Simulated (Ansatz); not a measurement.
Ideal-gas functions of `[OH][Ti]([SH])([SH])[SH]` at 500 K and 1 bar, from an Ansatz frequency run at PBE0-D4/def2-TZVP.

Molar mass 164.1 g/mol, point group C1 (symmetry number 1), electronic degeneracy 1, moments of inertia 321.099, 351.728, 457.683 u Å². Harmonic wavenumbers (cm⁻¹, unscaled): 100, 108, 116, 133, 138, 147, 266, 274, 323, 359, 377, 406, 434, 507, 531, 554, 819, 2679, 2685, 2688, 3929.

Use S(trans) = R[1.5 ln M + 2.5 ln T − 1.1517]; rotational temperatures θ = 24.2544 K / I; S(rot) = R[ln(√π/σ · √(T³/θAθBθC)) + 1.5]; for each mode x = 1.438777 ν̃/T, S = R[x/(eˣ − 1) − ln(1 − e⁻ˣ)] and H = RT x/(eˣ − 1); 1 cm⁻¹ = 0.0119627 kJ/mol; R = 8.31446 J/(mol·K).

Task: By hand: the entropy, in J/(mol·K).

Result: Translation 183.2. Rotation: θ = 0.0755, 0.069, 0.053 K, giving 128.8. Vibration, mode by mode: 18.70, 18.06, 17.48, 16.35, 16.05, 15.53, 10.74, 10.50, 9.22, 8.40, 8.03, 7.48, 6.99, 5.87, 5.55, 5.27, 2.88, 0.03, 0.03, 0.03, 0.00, in all 183.2. Electronic 0.0. Sum 495.2 J/(mol·K).

Task: By hand: H − E and G − E in kJ/mol, counted from the electronic energy.

Result: Zero-point energy ½ × 17573 × 0.0119627 = 105.1; thermal vibration 44.1; translation, rotation and pV give 4 RT = 16.6. H − E = 165.8 kJ/mol, and G − E = 165.8 − 500 × 495.2/1000 = -81.8 kJ/mol.

Vibration gives 37 % of the entropy, 102.2 J/(mol·K) of it from the modes under 150 cm⁻¹: soft modes count most, and the harmonic formula is weakest for them. The sum counts one conformer and one mirror image; others add a mixing term.
